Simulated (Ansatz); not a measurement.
All values below come from frozen-core CCSD(T)/def2-TZVPP // PBE0-D4/def2-TZVP (Ansatz, a quantum-chemistry and plane-wave program).

Ansatz 0.2 input:
```yaml
crystal:
  periodic: [false, false, false]
  atoms:
    - { symbol: C, position_ang: [2.373675, 0.28466, -0.047535] }
    - { symbol: N, position_ang: [1.214725, 0.108709, -0.021973] }
    - { symbol: Si, position_ang: [-0.491169, -0.176521, 0.017322] }
    - { symbol: Cl, position_ang: [-1.453853, 1.611067, -0.084526] }
    - { symbol: H, position_ang: [-0.836912, -0.992142, -1.159997] }
    - { symbol: H, position_ang: [-0.806467, -0.835774, 1.296709] }
basis:
  gaussian: { orbitals: def2-TZVPP }
correlation:
  method: ccsd_t
```

Output:

```
Functional definition: HF
1039 factors; integrals over basis functions are off by at most 1.2e-3 eV
mean field evaluation 1: about -22910.6794 eV, gradient 2.8e1 eV
mean field evaluation 2: about -22910.9270 eV, gradient 2.8e1 eV
mean field evaluation 4: about -22912.8699 eV, gradient 4.0e0 eV
mean field evaluation 8: about -22912.9200 eV, gradient 2.2e-1 eV
mean field evaluation 16: about -22912.1904 eV, gradient 1.4e1 eV
mean field -22912.92025752 eV, -842.0342885287 hartree, gradient 9.4e-6 eV, S^2 0.000000; 0 other end points of the search recorded, 0 dependent functions left out
12 core orbitals not correlated
reference -22912.92025752 eV, -842.0342885287 hartree; 11, 11 occupied and 151, 151 virtual orbitals, 1039 factors
second order -16.96272640 eV of doubles, -0.00000000 eV of singles
cycle   1  -17.34727941 eV  change   -3.8e-1 eV  update   1.0e-1
cycle   2  -17.84027246 eV  change   -4.9e-1 eV  update   3.1e-2
cycle   3  -17.95864177 eV  change   -1.2e-1 eV  update   1.6e-2
cycle   4  -17.94783164 eV  change    1.1e-2 eV  update   3.7e-3
cycle   5  -17.94737708 eV  change    4.5e-4 eV  update   1.6e-3
cycle   6  -17.94772939 eV  change   -3.5e-4 eV  update   4.3e-4
cycle   7  -17.94761177 eV  change    1.2e-4 eV  update   1.4e-4
cycle   8  -17.94761794 eV  change   -6.2e-6 eV  update   4.8e-5
cycle   9  -17.94762653 eV  change   -8.6e-6 eV  update   1.6e-5
perturbative correction -0.83745872 eV, -0.0307760403 hartree
Total energy: -22931.70534277 eV, -842.7246276786 hartree
```

Cost: roughly 40 core-seconds.
